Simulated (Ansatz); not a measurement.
Basis sets compared for the cluster Si₃O₆. Charge 0, multiplicity 1. Geometry PBE0-D4/def2-SVP. Ansatz on 4 threads of Intel Xeon 6975P-C on a shared host; times are rough, and most runs start from earlier orbitals.

```xyz
9

Si    0.000    0.000    0.000
Si    1.581   -1.585    0.808
Si   -1.582    1.585   -0.808
O     0.511   -0.495    1.514
O     0.053    1.621   -0.413
O     1.062   -1.080   -0.710
O    -1.626   -0.045   -0.391
O    -2.587    2.591   -1.322
O     2.586   -2.592    1.322
```

The structure comes from a short search, and lower isomers may exist.

Binding counts from free atoms (Si triplet, O triplet) in the same basis, without a counterpoise term.

```csv
level,functions,energy (Eh),HOMO (eV),LUMO (eV),binding per atom (eV),wall time
HF/STO-3G,57,-1299.8988,-8.12,7.30,2.04,0.2 s
HF/6-31G,93,-1315.7213,-14.04,-0.13,1.68,0.4 s
PBE-D4/def2-SVP,138,-1318.6121,-7.86,-3.54,5.30,0.75 s
PBE-D4/def2-TZVP,297,-1319.5295,-8.08,-3.85,5.45,1.9 s
PBE0-D4/def2-SVP,138,-1318.6610,-9.53,-2.71,5.01,1.2 s
PBE0-D4/def2-TZVP (with forces),297,-1319.5790,-9.68,-2.96,5.20,6 s
```

Task: Estimate the rows for PBE-D4/def2-TZVPD, PBE0-D4/def2-TZVPD.

Result: 
| level | functions | energy (Eh) | HOMO (eV) | LUMO (eV) | binding per atom (eV) | wall time |
| --- | --- | --- | --- | --- | --- | --- |
| PBE-D4/def2-TZVPD | 369 | -1319.5330 | -8.14 | -3.98 | 5.44 | 3.5 s |
| PBE0-D4/def2-TZVPD | 369 | -1319.5818 | -9.72 | -3.11 | 5.19 | 7 s |
